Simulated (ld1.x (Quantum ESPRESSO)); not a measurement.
# Sc: excitation energies, all-electron against RRKJ

scandium, norm-conserving RRKJ (Kleinman–Bylander form), made with ld1.x (Quantum ESPRESSO) 7.5 (PBE, fully relativistic). Core [Ar], reference 3d1 4s2 4p0. Waves: 4p (bound, empty): rc 2.90 bohr; 3d (bound): rc 2.80 bohr; 4s (bound): rc 3.10 bohr. Local part: the s channel. Core correction: Bessel-smoothed model core inside 2.25 bohr.

Open shells are filled in proportion to 2j + 1 (rel_dist='average').

Energies are relative to the spin-unpolarised reference configuration 3d1 4s2 4p0; without spin polarisation the order of configurations can differ from experiment. The frozen-core shift is the all-electron ΔE with the core orbitals held at their reference shape minus the fully relaxed ΔE.

```csv
valence configuration,charge,ΔE all-electron (eV),error AE − PS (meV),frozen-core shift (meV)
3d1 4s1 4p0,+1,6.897,-3.1,+2.0
3d1 4s0 4p0,+2,19.665,-47,+23
3d1 4s1.5 4p0,+0.5,2.754,-0.3,+0.3
3d1 4s0 4p1,+1,10.326,-15,+7.5
3d1.5 4s1.5 4p0,0,0.680,+8.0,+33
```

What are ΔE and the potential's error for 3d0 4s2 4p0?

ΔE = 8.381 eV all-electron; the error (AE − PS) is +227 meV.

What are ΔE and the potential's error for 3d0 4s2 4p1?

ΔE = 3.464 eV all-electron; the error (AE − PS) is +171 meV.

Levels in the configuration 3d1 4s1.5 4p0:

```json
{"level": "3d j=3/2", "all-electron (eV)": "-6.455", "pseudo (eV)": "-6.464"}
{"level": "3d j=5/2", "all-electron (eV)": "-6.423", "pseudo (eV)": "-6.432"}
{"level": "4s j=1/2", "all-electron (eV)": "-6.868", "pseudo (eV)": "-6.870"}
```
